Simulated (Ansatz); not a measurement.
`[CH3][Sn]([CH3])([CH3])[Sn]([CH3])([CH3])[Sn]([CH3])([CH3])[CH3]`. The state is a triplet with charge 0. Geometry r2SCAN-D4/def2-SVP, that of the neutral singlet; atoms count from 1.

```xyz
35

C     0.707   -2.737    1.311
Sn    1.900   -1.001    0.776
C     2.945   -1.507   -1.060
C     3.388   -0.697    2.331
Sn    0.219    1.198    0.395
C    -0.361    2.075    2.304
C     1.247    2.774   -0.706
Sn   -2.028    0.303   -1.006
C    -1.403   -1.073   -2.569
C    -3.168    1.905   -1.932
C    -3.366   -0.804    0.299
H     1.352   -3.625    1.403
H    -0.047   -2.931    0.533
H     0.187   -2.576    2.268
H     2.223   -1.734   -1.859
H     3.583   -0.673   -1.389
H     3.577   -2.393   -0.893
H     4.044    0.149    2.075
H     2.900   -0.485    3.294
H     4.005   -1.603    2.437
H    -0.905    1.342    2.917
H     0.535    2.402    2.852
H    -1.011    2.947    2.131
H     1.594    2.401   -1.681
H     2.116    3.124   -0.129
H     0.564    3.621   -0.870
H    -0.836   -1.909   -2.131
H    -2.286   -1.482   -3.085
H    -0.764   -0.565   -3.306
H    -3.543    2.601   -1.166
H    -4.026    1.483   -2.478
H    -2.539    2.467   -2.639
H    -2.843   -1.668    0.735
H    -4.229   -1.167   -0.280
H    -3.731   -0.164    1.116
```

In the def2 sets Sn takes a core potential; there is no spin–orbit coupling. At PBE0-D4/def2-SVP a singlet of charge 0 lies 4.60 eV below the triplet at the same geometry.

Q: Estimate the Mulliken populations of the heavy atoms from the PBE0/def2-SVP orbitals of Ansatz.

A: 
| atom | charge (e) | spin (α − β) |
| --- | --- | --- |
| C1 | -0.37 | 0.00 |
| Sn2 | 0.40 | 0.49 |
| C3 | -0.36 | 0.02 |
| C4 | -0.33 | 0.13 |
| Sn5 | 0.25 | 0.68 |
| C6 | -0.36 | -0.04 |
| C7 | -0.36 | -0.04 |
| Sn8 | 0.40 | 0.49 |
| C9 | -0.37 | 0.00 |
| C10 | -0.33 | 0.13 |
| C11 | -0.36 | 0.02 |
Mulliken values depend strongly on the basis.

Q: Where does the spin sit?

A: Summed by element: C 0.24, Sn 1.67, H 0.09, of 2 unpaired in all. Largest on single atoms: Sn5 0.68, Sn2 0.49, Sn8 0.49.

Q: And the Mayer bond orders between heavy atoms (over 0.3)?

A: C1–Sn2 0.95 (2.17 Å); Sn2–C3 0.94 (2.17 Å); Sn2–C4 0.83 (2.17 Å); Sn2–Sn5 0.56 (2.79 Å); Sn5–C6 0.97 (2.18 Å); Sn5–C7 0.97 (2.18 Å); Sn5–Sn8 0.56 (2.79 Å); Sn8–C9 0.95 (2.17 Å); Sn8–C10 0.83 (2.17 Å); Sn8–C11 0.94 (2.17 Å).
